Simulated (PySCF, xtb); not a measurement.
C₂H₄ClGa, SMILES C=[CH][GaH][Cl].

GFN2-xTB (xtb) at its own geometry gives an orbital gap of 4.20 eV and a dipole moment of 2.17 D.

Coordinates come from a TPSSh-D3(BJ)/def2-SVP optimisation. The values are those of a single conformer.

Problem. What does PBE/def2-TZVP run with PySCF give? (Estimate from the structure and the level; the computed values follow.)

Solution. gap 4.24 eV (levels -6.95 and -2.71 eV), dipole 2.42 D.
